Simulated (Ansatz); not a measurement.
Gas-phase electronic energies from Ansatz, PBE0-D4/def2-TZVP geometries. CCSD(T)/CBS is the MP2 limit (def2-TZVPP, def2-QZVPP) plus CCSD(T) − MP2 in def2-TZVPP, frozen cores. This one scheme is used for every species, atoms too. DFT in def2-TZVPP. B3LYP here is the variant with VWN-RPA as its local correlation; programs differ in this. No spin–orbit coupling; open shells (•) take unrestricted orbitals. Spin–orbit coupling would lower the free atoms: a little for C, O, Si. Each species was taken in one conformer, which may not be the lowest.

Consider the atomization: `CC(O)O[SiH3]` → 2 C• + 8 H• + 2 O• + Si•.

```tsv
level	ΔE (kJ/mol)	difference from CCSD(T)/CBS
PBE0-D4	4782.8	-32.5
PBE	4839.4	24.1
r2SCAN	4801.1	-14.2
B3LYP	4758.4	-56.9
MP2/def2-TZVPP	4755.2	-60.1
SCS-MP2/def2-TZVPP	4746.1	-69.2
CCSD(T)/def2-TZVPP	4691.5	-123.8
MP2/def2-QZVPP	4828.8	13.5
HF/CBS(def2)	3506.8	-1308.5
CCSD/CBS(def2)	4752.7	-62.6
CCSD(T)/CBS	4815.3	0
```

Largest T1 diagnostic among the species: 0.012.

In def2-TZVPP, CCSD(T) changes the Hartree–Fock value by +1193.4 kJ/mol (the triples alone add +62.6 kJ/mol) and MP2 by +1257.1 kJ/mol; breaking electron pairs costs correlation energy, which Hartree–Fock lacks. From PBE to PBE0 (25 % exact exchange), in def2-TZVPP and without D4, ΔE moves by −76.6 kJ/mol: exact exchange takes away binding that semilocal exchange gives to molecules.

For atomizations the MP2-based limit and the directly extrapolated one differ by several kJ/mol either way, and by 10 to 25 for some Ge, Se and Sn compounds, so smaller differences from it don't rank the levels.
